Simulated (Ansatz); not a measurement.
```yaml
crystal:
  periodic: [false, false, false]
  atoms:
    - {symbol: C, position_ang: [-0.164931, -0.937094, -2.093167]}
    - {symbol: O, position_ang: [0.180284, -1.355148, -0.793834]}
    - {symbol: C, position_ang: [0.301673, -0.180395, 0.040542]}
    - {symbol: C, position_ang: [0.770771, -0.630293, 1.353739]}
    - {symbol: O, position_ang: [1.259265, 0.608151, -0.449490]}
    - {symbol: C, position_ang: [1.514369, 1.977811, 0.000055]}
    - {symbol: O, position_ang: [-0.966926, 0.471885, 0.227960]}
    - {symbol: C, position_ang: [-2.022601, -0.141669, 0.536510]}
    - {symbol: H, position_ang: [-0.958053, -0.374043, -2.166560]}
    - {symbol: H, position_ang: [-0.385625, -1.983515, -2.610691]}
    - {symbol: H, position_ang: [0.696280, -0.667187, -2.686098]}
    - {symbol: H, position_ang: [0.081065, -1.679974, 1.877294]}
    - {symbol: H, position_ang: [1.761014, -1.117832, 1.231789]}
    - {symbol: H, position_ang: [0.824056, 0.077928, 2.311890]}
    - {symbol: H, position_ang: [1.996897, 1.729056, 1.084868]}
    - {symbol: H, position_ang: [0.526076, 2.544072, 0.277331]}
    - {symbol: H, position_ang: [2.123332, 2.540329, -0.506393]}
    - {symbol: H, position_ang: [-2.178887, -1.224774, 0.147020]}
    - {symbol: H, position_ang: [-2.863508, 0.627909, 0.701467]}
    - {symbol: H, position_ang: [-1.696060, -0.099197, 1.869318]}
basis:
  gaussian: {orbitals: aug-cc-pVDZ, final_grid: {core_spheres: 20, valence_spheres: 16, degree: 47}}
magnetization: {spin_polarized: false, initial_magnetization: 2}
hamiltonian: {xc: {name: LC-wPBE}}
```

```sh
$ ansatz run in.yaml --threads 2 --pin off --events-out ev --progress --plain --max-ram 32768MiB --backend cuda --devices 0, --max-vram 18GiB
```

It prints (some lines left out):

```
Functional definition: LC-wPBE
  name "LC-wPBE"
  cite "Vydrov & Scuseria, J. Chem. Phys. 125, 234109 (2006) doi:10.1063/1.2409292"
  cite "Heyd & Scuseria, J. Chem. Phys. 120, 7274 (2004) doi:10.1063/1.1668634"
  cite "Ernzerhof & Perdew, J. Chem. Phys. 109, 3313 (1998) doi:10.1063/1.476928"
  cite "Perdew, Burke & Ernzerhof, Phys. Rev. Lett. 77, 3865 (1996) doi:10.1103/PhysRevLett.77.3865"
  parent pbe
  parameter omega = 0.4/bohr
  exchange = pbe_x_sr(omega) + exact_x_lr(omega)
  correlation = pbe_c
2451 factors; their error is unknown
1387 factors; integrals over basis functions are off by at most 4.6e-6 eV
mean field evaluation 1: about -11494.1013 eV, gradient 6.3e1 eV
mean field evaluation 2: about -11482.5441 eV, gradient 9.2e1 eV
mean field evaluation 4: about -11505.0955 eV, gradient 8.5e0 eV
mean field evaluation 8: about -11505.7998 eV, gradient 1.2e0 eV
mean field evaluation 16: about -11505.7740 eV, gradient 6.7e-2 eV
mean field -11505.77415704 eV, -422.8294013772 hartree, gradient 3.3e-5 eV, S^2 2.000000; 2 other end points of the search recorded, 0 dependent functions left out
reference -11505.77415706 eV, -422.8294013781 hartree; 34, 32 occupied and 258, 260 virtual orbitals, 2451 factors
Total energy: -11505.77415706 eV, -422.8294013781 hartree
```

Hardware: 2 threads of an AMD EPYC 7R13 on a shared host and a share of an NVIDIA H100 80 GB. Wall time 7 s, peak host memory 1 GiB.
